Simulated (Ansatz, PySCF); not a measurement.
Dimer: HF (SMILES F) (first 2 atoms) with H2 (SMILES [H][H]); geometry from B3LYP-D3(BJ)/def2-TZVP, rigid monomers moved along the line of their centres of mass till H2···H3 is 2.26 Å.
(charge 0, multiplicity 1):
```tsv
atom	x (Å)	y (Å)	z (Å)
F	0.0691	0.0916	-0.1267
H	0.1090	0.0822	0.7990
H	0.5808	0.0770	3.0131
H	-0.1638	0.0386	3.0460
```

Monomers are frozen at their geometry in the pair; levels with a basis set take the counterpoise correction.

Rows in 6-31G* carry no dispersion term and start afresh at each structure (6-31G* with six Cartesian d functions). MP2/6-31G* freezes PySCF's default core.

Run with Ansatz (an electronic-structure program); PySCF for 6-31G* rows. Each number belongs to the level named beside it.

Task: One of these levels gives -0.52 kcal/mol for the interaction energy. Which?
A. MP2/6-31G*
B. PBE/def2-TZVPPD
C. HF/aug-cc-pVQZ

Result: C, HF/aug-cc-pVQZ. The others give -1.12 (PBE/def2-TZVPPD), -0.05 (MP2/6-31G*)
